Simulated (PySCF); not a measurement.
ClH3O3Zr, SMILES [OH][Zr]([OH])([OH])[Cl], multiplicity 1.

Geometry optimised at B3LYP-D3(BJ)/def2-SVP. The spin state was assumed, not searched. The structure was generated by enumeration; whether it is a known compound was not checked. The def2 effective core potentials stand for the cores of Zr; spin–orbit coupling is left out. Other conformers were not sampled.

Level of theory: B3LYP-D3(BJ)/def2-SVP in PySCF 2.14.0.

Frequencies are harmonic and unscaled.

Modes within 1.5 cm⁻¹ of each other (mostly degenerate sets) share a row, with their intensities summed.

```csv
mode,ν (cm⁻¹),IR (km/mol),moving atoms (share of kinetic energy)
1–2,129,1.6,"O 47 %, Cl 27 %, H 13 %, Zr 13 %"
3,163,15.7,"O 49 %, H 29 %, Cl 11 %, Zr 11 %"
4–5,179,12.7,"O 67 %, H 25 %, Zr 8 %"
6,183,0.0,"H 88 %, O 12 %"
7–8,273,485.0,"H 74 %, O 23 %"
9–10,303,122.4,"H 82 %, O 17 %"
11,343,210.0,"H 59 %, Cl 21 %, O 18 %"
12,392,282.1,"Cl 48 %, Zr 30 %, O 12 %, H 11 %"
13–15,731,493.2,O 88 %
16–17,3971,723.2,H 94 %
18,3977,131.3,H 94 %
```
